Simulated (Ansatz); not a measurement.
`C=CBBr`, charge 0, multiplicity 1.

Question: Give a relaxed structure at PBE0-D4/def2-TZVP (Ansatz). (Estimate.)

Answer: Computed: 
```xyz
8

C    -0.444   -0.781    0.965
C    -0.446    0.260    0.125
B     0.697    0.433   -0.874
Br    0.723    1.908   -2.087
H    -1.232   -0.948    1.693
H     0.362   -1.509    0.949
H    -1.270    0.969    0.171
H     1.610   -0.331   -0.942
```
Point group Cs.
